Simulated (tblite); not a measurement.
Compound: C4H2BrCl.
Numbering: `[Cl:1][CH:2]=[C:3]=[C:4]=[CH:5][Br:6]` (hydrogens: H7 on C2; H8 on C5)

Computed values, GFN2-xTB/tblite, gas phase, harmonic and unscaled. The method is semi-empirical: single wavenumbers can be off by several per cent or more.

Harmonic wavenumbers (cm⁻¹): 70.4, 83.7, 109.5, 285.0, 378.2, 442.0, 452.9, 618.6, 653.0, 723.5, 726.6, 989.9, 1156.7, 1189.1, 1678.4, 2148.7, 3068.8, 3083.1.

A = 17157, B = 430.0, C = 419.5 MHz; mass 163.903 u (most abundant isotopes); point group Cs, symmetry number 1.

Task: What is the zero-point energy?

Result: Half the sum of the wavenumbers: 8929 cm⁻¹ = 106.82 kJ/mol.

Task: Entropy at 500 K, 1 bar (ideal gas, RRHO, classical rotation)?

Result: Translation 183.20, rotation 127.91, vibration 112.37: S = 423.5 J/(mol K).

Task: And Cp and H(500 K) − H(0)?

Result: Cp = 126.14 J/(mol K), of which vibrations give 92.88 (their classical limit is 18 R = 149.7); H(500 K) − H(0) = 43.97 kJ/mol without the zero-point energy, 27.34 from vibrations.

Task: Blend soft modes into free rotors: weight 1/[1 + (100 cm⁻¹/ν̃)⁴] for the oscillator and the rest for a rotor with moment μB/(μ + B), μ = h/(8π²ν), B = 10⁻⁴⁴ kg m². What vibrational entropy results?

Result: 102.20 J/(mol K) in place of 112.37, which changes −T·S at 500 K by +5.09 kJ/mol.

Task: What must be added to the electronic energy to get the Gibbs energy at 500 K and 1 bar?

Result: ZPE + [H(500 K) − H(0)] − T·S = 106.82 + 43.97 − 211.74 = -60.95 kJ/mol.

Hindered rotation and anharmonicity are outside this model.
